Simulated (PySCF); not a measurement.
## Fe⁻ (iron, charge -1) across methods

[Ar] 3d7 4s2, high-spin 4F determinant. Computed with PySCF 2.14 in x2c-TZVPPall with one added diffuse shell each of s, p, d, f type (7s6p5d3f1g, 80 functions), with scalar relativity by spin-free X2C-1e.

| method | E (hartree) | mean ε 4s α (eV) | mean ε 3d β (eV) | mean ε 4s β (eV) | Σ⟨r²⟩ (bohr²) | ⟨S²⟩ |
| --- | --- | --- | --- | --- | --- | --- |
| BHandHLYP | -1272.568 | -0.177 | -0.154 | 0.236 | 68.94 | 3.778 |
| wB97X-V | -1272.460 | -1.307 | -0.995 | -0.841 | 66.69 | 3.773 |
| HSE06 | -1272.411 | 0.442 | 1.759 | 0.946 | 67.11 | 3.798 |
| PBE0 | -1272.391 | 0.112 | 1.360 | 0.622 | 67.76 | 3.797 |
| TPSSh | -1272.632 | 0.410 | 2.066 | 0.944 | 66.89 | 3.789 |
| LDA | -1270.097 | 0.425 | 2.701 | 0.882 | 66.66 | 3.817 |
| r2SCAN | -1272.592 | 0.370 | 2.625 | 0.927 | 67.47 | 3.836 |
| PBE | -1272.400 | 0.556 | 2.654 | 1.023 | 67.73 | 3.809 |

**Question.** Estimate the same row for UHF.

**Answer.** E (hartree) = -1271.25414; mean ε 4s α (eV) = -1.262; mean ε 3d β (eV) = -3.493; mean ε 4s β (eV) = 0.022; Σ⟨r²⟩ (bohr²) = 81.88; ⟨S²⟩ = 3.904.

The highest occupied level is positive at BHandHLYP, HSE06, PBE0, TPSSh, UHF, LDA, r2SCAN, PBE: only the finite basis holds that electron, at UHF too, so the state is unbound at these levels.
